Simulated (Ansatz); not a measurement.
HfF₄, relaxed as a singlet with RKS PBE0-D4/def2-SVP in Ansatz, starting from the GFN2-xTB geometry. Force threshold 0.02 eV/Å.

In the def2 sets Hf takes a core potential; there is no spin–orbit coupling.

Start:

```xyz
5

Hf    0.000    0.000   -0.001
F    -0.946    1.494    0.432
F    -1.152   -1.351   -0.409
F     1.034   -0.492    1.415
F     1.064    0.350   -1.438
```

Question: Estimate the energy that the relaxation releases and the steps that it takes.

Answer: 11.8 kcal/mol, in 3 steps; 2 s on 4 threads of AMD EPYC 9R45 on a shared host. No frequencies were taken in this run, so the end may be a saddle point.

Question: Does the start keep its bonding and symmetry?

Answer: By distances, no bond broke or formed. The bond that changes most is Hf1–F2, from 1.82 to 1.90 Å (atoms count from 1). Point group Td at the start, Td at the end, both within 0.05 Å.

Question: Predict the relaxed structure.

Answer: 
```tsv
atom	x (Å)	y (Å)	z (Å)
Hf1	0.000	0.000	0.000
F2	-0.990	1.562	0.451
F3	-1.203	-1.412	-0.428
F4	1.082	-0.515	1.479
F5	1.111	0.365	-1.502
```
Bond lengths: 4 × F–Hf 1.90 Å.
